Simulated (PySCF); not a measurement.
Simulated absorption spectrum

C5H6Se.
SMILES: `C#CC(=C)[Se]C`

Method: TDDFT CAM-B3LYP/def2-SVPD, vertical, gas phase, core orbitals frozen in the response in PySCF. One conformer (not necessarily the lowest) at the PBE0-D3(BJ)/def2-SVP geometry, without solvent, vibrations or thermal averaging. The CAM-B3LYP/def2-SVPD calculation is non-relativistic and has no spin–orbit coupling, an omission that weighs most on selenium. Torsions of this conformer, `[CH:1]#[C:2][C:3](=[CH2:4])[Se:5][CH3:6]`: C2–C3–Se5–C6 1°.

Computed states:

```
state  E (eV)       f
   S1    4.49  0.0009
   S2    4.58   0.124
   S3    5.38  0.0024
   S4    5.48  0.0010
   S5    5.73   0.099
   S6    5.79   0.020
```

Broadening: Gaussians 0.5 eV wide at half height, area fixed by f = 4.319×10⁻⁹ ∫ε dν̃. The width is an assumption, not a result. The curve ends short of the highest state used, and states not computed would add to its high-energy end.

Question: What does the envelope look like, and where are its maxima?

Answer: 
```
λ (nm)  ε (L mol⁻¹ cm⁻¹)
 238.9               442
 242.1               428
 245.3               633
 248.5              1081
 251.7              1791
 254.8              2708
 258.0              3809
 261.2              4924
 264.4              5877
 267.6              6510
 270.8              6726
 273.9              6526
 277.1              5960
 280.3              5144
 283.5              4213
 286.7              3286
 289.9              2449
 293.0              1768
 296.2              1216
 299.4               806
 302.6               516
 305.8               320
 309.0               193
 312.1               115
 315.3                66
 318.5                37
 321.7                20
 324.9                11
 328.1                 6
 331.2                 3
```

Maxima: 271 nm (4.58 eV), ε about 6700, made up of S2 (99%) (ε in L mol⁻¹ cm⁻¹; maxima over ε = 5, shares over 10%). At its high-energy end, 5.19 eV, the curve is still rising (ε about 440, from S2, S3 and S5).

Question: On this curve, what absorbance would a 10⁻⁵ mol/L sample give at 254 nm over a 1 cm path?

Answer: 254 nm is 4.881 eV, where ε is about 2500 L mol⁻¹ cm⁻¹, so A = ε c l ≈ 0.025 (Beer–Lambert, with the gas-phase spectrum and the assumed width).

Question: What would ε be at 4.58 eV, the highest of these maxima, with half the width (0.25 eV)?

Answer: About 13400 L mol⁻¹ cm⁻¹ against 6730, a factor of about 2.00; a lone state at its own centre would give exactly 2.

Question: Coming from long wavelengths, where does ε first pass 100 L mol⁻¹ cm⁻¹?

Answer: At about 313 nm (3.96 eV), 0.53 eV below S1.

Cost: about 60 s of CPU time on one thread; the machine was shared, so the figure is rough.
